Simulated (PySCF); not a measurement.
## Fractional electron number in Os²⁺ (osmium, charge +2)

The 5d beta orbital of [Xe] 4f14 5d6 is emptied in steps (occupation f), with all orbitals relaxed, ending at [Xe] 4f14 5d5. Computed with PySCF 2.14 in def2-TZVP with the def2 core potential (60 electrons), with scalar relativity through the core potential. The exact energy is a straight line in f; departures are measured from the line between the end points of the same method.

Q: Among UHF, LDA, PBE, which shows the largest delocalisation error (convex curve), and which is closest to linear?

A: Most convex: LDA (-1.401 eV at f = 0.5); closest to linear: UHF (0.261 eV).

```tsv
f	UHF (eV)	LDA (eV)	PBE (eV)
1	0.000	0.000	0.000
0.9	0.100	-0.500	-0.485
0.7	0.226	-1.172	-1.136
0.5	0.261	-1.401	-1.355
0.3	0.213	-1.182	-1.140
0.1	0.089	-0.508	-0.488
0	0.000	0.000	0.000
```

```tsv
method	E(f=0) − E(f=1) (eV)	−ε at f=1 (eV)	−ε at f=0.5 (eV)
UHF	24.904	26.033	24.865
LDA	27.194	21.658	27.166
PBE	26.964	21.585	26.950
```

Reference removal energy between the ground levels: 25 ± 1.6 eV (theoretical estimate listed by NIST; NIST Atomic Spectra Database, ionization energies). The calculation has no spin-orbit coupling. The determinant left behind need not be the lowest term of the ion. UHF lacks correlation.
